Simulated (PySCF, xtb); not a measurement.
(1R)-1-chloro-1,2,2-trifluoroethane (C2H2ClF3), SMILES FC(F)[C@H](F)Cl.

Geometry optimised at PBE-D3(BJ)/def2-SVP. Other conformers were not sampled.

Calculation: C-PCM-B3LYP/def2-SVP (PySCF).

The values are the electrostatic part of the solvation free energy, E(continuum) − E(gas) at the gas-phase geometry, in a cavity of scaled van der Waals radii (PySCF's table); cavitation and dispersion terms are not included. In vacuum the orbital gap is 9.04 eV. The dipole moment in vacuum is 2.24 D.

| solvent | ε | ΔG(elec) (kcal/mol) | dipole (D) | gap (eV) |
|---|---|---|---|---|
| water | 78.36 | -4.4 | 2.82 | 9.12 |
| benzene | 2.27 | -2.3 | 2.54 | 9.08 |
| chlorobenzene | 5.70 | [?] | [?] | [?] |

### Question
Complete the blanks. (Estimate from the structure and the level; the computed values follow.)

### Answer

- chlorobenzene, ΔG(elec) (kcal/mol): -3.6
- chlorobenzene, dipole (D): 2.71
- chlorobenzene, gap (eV): 9.11

For comparison, GFN2-xTB/ALPB(water) (xtb, at the GFN2-xTB geometry, all terms of that model) gives -3.0 kcal/mol.
